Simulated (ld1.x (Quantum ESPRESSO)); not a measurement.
Transferability test, TM potential for aluminium (Al)

| Property | Result |
| --- | --- |
| Element | Al (Z = 13) |
| Generator | ld1.x (Quantum ESPRESSO) 7.5 |
| Type | norm-conserving Troullier–Martins (Kleinman–Bylander form) |
| Functional | PBE |
| Relativity | fully relativistic |
| Frozen core | [Ne] |
| Valence charge | 3 |
| Reference configuration | 3s1.75 3p1.25 |
| Partial waves | 3s (bound): rc 1.60 bohr; 3p (bound): rc 2.35 bohr; 3d channel at 0.15 Ry: rc 2.55 bohr |
| Local potential | all-electron potential smoothed inside 1.70 bohr (lloc = -2) |
| Core correction | none |

Open shells are filled in proportion to 2j + 1 (rel_dist='average').

Energies are relative to the spin-unpolarised reference configuration 3s1.75 3p1.25; without spin polarisation the order of configurations can differ from experiment.

```json
{"valence configuration": "3s2 3p1", "charge": "0", "ΔE all-electron (eV)": "-1.267", "error AE − PS (meV)": "+0.4"}
{"valence configuration": "3s1 3p0", "charge": "+2", "ΔE all-electron (eV)": "23.720", "error AE − PS (meV)": "+20"}
{"valence configuration": "3s1 3p1", "charge": "+1", "ΔE all-electron (eV)": "10.305", "error AE − PS (meV)": "+7.1"}
{"valence configuration": "3s1 3p2", "charge": "0", "ΔE all-electron (eV)": "3.872", "error AE − PS (meV)": "+4.9"}
{"valence configuration": "3s0 3p3", "charge": "0", "ΔE all-electron (eV)": "9.184", "error AE − PS (meV)": "+31"}
```

**Question.** What are ΔE and the potential's error for 3s2 3p1.3?

**Answer.** ΔE = -1.841 eV all-electron; the error (AE − PS) is +0.3 meV.

**Question.** What are ΔE and the potential's error for 3s2 3p0?

**Answer.** ΔE = 4.495 eV all-electron; the error (AE − PS) is -1.0 meV.

Levels in the configuration 3s1 3p1:

```csv
level,all-electron (eV),pseudo (eV)
3s j=1/2,-15.610,-15.584
3p j=1/2,-9.765,-9.761
3p j=3/2,-9.741,-9.737
```
